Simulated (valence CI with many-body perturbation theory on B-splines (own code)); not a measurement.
Values are calculated unless marked as measured or tabulated.
## Level structure of Hf⁴¹⁺

Level of theory: valence CI with perturbative core correlation (CI+MBPT): three valence electrons over a frozen Dirac-Fock core [Ar] 3d10, radial functions for each j: 11 s, 11 p, 10 d, 8 f, 5 g, 2 h, with the one-electron correlation potential Σ1 (screened to all orders), the two-electron term Σ2, the three-electron term Σ3, Breit, model QED; selected single and double excitations, second order for the rest, scaled by the run's own slope (own B-spline code, finite nucleus).

The last digits are not significant, and no measured levels were compared; by estimate large intervals hold to a few tenths of a per cent, small ones and those within an open d or f shell to about a per cent.

Levels 181 to 194 of 194, with energies above the lowest level, (4s^2 4p1/2) J=1/2. "Leading %" is the weight of the configuration and term that name the level; weights of strongly mixed levels are sums over their largest components and can fall short. In the jj column 3d3/2^4 stands for four electrons in 3d with j = 3/2.

```
No.  Configuration  Term     J  E (eV)  Leading %   Second component                Leading jj      g
181       4s.4d.4f   4D°   5/2  757.57         33    33 % 4p.4d2 4P°  4p3/2 4d3/2 4d5/2 (25 %)  1.395
182       4s.4d.4f   4D°   7/2  758.08         23    17 % 4p.4d2 2F°     4s 4d5/2 4f7/2 (28 %)  1.165
183       4s.4d.4f   2P°   1/2  758.13         27  21 % 4s.4d.4f 4P°     4s 4d5/2 4f5/2 (65 %)  0.931
184       4s.4d.4f   2F°   7/2  758.75         39    30 % 4p.4d2 4D°     4s 4d5/2 4f5/2 (24 %)  1.193
185       4s.4d.4f   2G°   9/2  759.54         30  24 % 4s.4d.4f 4G°     4s 4d5/2 4f7/2 (40 %)  1.130
186       4s.4d.4f   4P°   3/2  760.25         50  24 % 4s.4d.4f 4D°     4s 4d5/2 4f5/2 (50 %)  1.426
187       4s.4d.4f   4P°   1/2  760.51         53    11 % 4p.4d2 2S°     4s 4d5/2 4f5/2 (70 %)  1.901
188         4p.4d2   2G°   9/2  760.96         18    14 % 4p2.4f 2H°      4p3/2^2 4f5/2 (32 %)  1.077
189       4s.4d.4f   2H°  11/2  761.35         46  23 % 4s.4d.4f 4G°     4s 4d5/2 4f7/2 (68 %)  1.151
190         4p.4d2   2D°   3/2  761.74         26  12 % 4s.4d.4f 2D°  4p3/2 4d3/2 4d5/2 (63 %)  1.040
191         4p.4d2   2G°   7/2  761.78         18  12 % 4s.4d.4f 4D°  4p3/2 4d3/2 4d5/2 (37 %)  1.079
192         4p.4d2   2F°   5/2  763.05         50    11 % 4p2.4f 2F°  4p3/2 4d3/2 4d5/2 (66 %)  0.976
193       4s.4d.4f   4G°  11/2  763.31         44    39 % 4p.4d2 4G°      4p3/2 4d5/2^2 (32 %)  1.239
194       4s.4d.4f   2F°   5/2  763.64         20    12 % 4p.4d2 2F°     4s 4d5/2 4f7/2 (31 %)  1.024
```

Where two levels of one J and parity lie close, their mixing, g and order are uncertain.
